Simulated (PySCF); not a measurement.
Two-component Hartree-Fock for Rh³⁺ (rhodium, charge +3)

Start: [Kr] 4d5 5s1; 4d5/2 filled at m_j = -3/2, -1/2, +1/2, +3/2, +5/2; 5s1/2 filled at m_j = +1/2. Calculated with PySCF 2.14 in x2c-TZVPall-2c with one added diffuse shell each of s, p, d type (9s10p8d1f, 86 functions): generalised Hartree-Fock with the X2C-1e Hamiltonian and a Gaussian nucleus; one run each with spin-orbit coupling (SO) switched off, then screened by Boettger's factors. This is a chosen level, not necessarily the ground level.

```tsv
spinor shell	electrons	ε, spin-free (eV)	ε, screened SO (eV)	weight of nominal j (screened SO)	rms radius, screened SO (bohr)
1s1/2	2	-23385.5	-23384.0	1.000	0.0374
2s1/2	2	-3509.7	-3509.3	1.000	0.154
2p1/2	2	-3143.1	-3243.1	1.000	0.134
2p3/2	4	-3143.1	-3096.6	1.000	0.138
3s1/2	2	-698.08	-697.96	1.000	0.415
3p1/2	2	-574.37	-592.24	1.000	0.411
3p3/2	4	-574.37	-566.03	1.000	0.422
3d3/2	4	-376.86	-380.13	0.955	0.401
3d5/2	6	-376.86	-374.56	0.970	0.404
4s1/2	2	-142.75	-142.72	1.000	1.03
4p1/2	2	-104.03	-111.37	0.671	1.13
4p3/2	4	-104.03	-100.44	0.836	1.13
4d5/2	5	-53.921	-53.911	0.567	1.42
5s1/2	1	-35.125	-35.121	1.000	2.71
```

```
   quantity    spin-free  screened SO
E (hartree)  -4778.63315  -4779.37711
        M_J            3            3
       ⟨J²⟩       12.001       12.001
       ⟨L²⟩        0.000        0.028
       ⟨S²⟩       12.001       11.960
```

Each row is a mean over spinors that exchange with the open shell spreads, by up to 12.318 eV (4p3/2).

Rows whose weight is well below 1 are mixtures of j = l ± 1/2: exchange outweighs spin-orbit coupling there, and the label is only the starting occupation.

Breit and QED terms are absent; they matter most for the inner s and p1/2 levels.

Densities and radii are taken from the X2C orbitals without a picture-change correction, which distorts them close to the nucleus.

Without spin-orbit coupling the j labels of p, d and f shells carry no meaning; the spin-free column gives the mean over the occupied spinors of each nl shell.
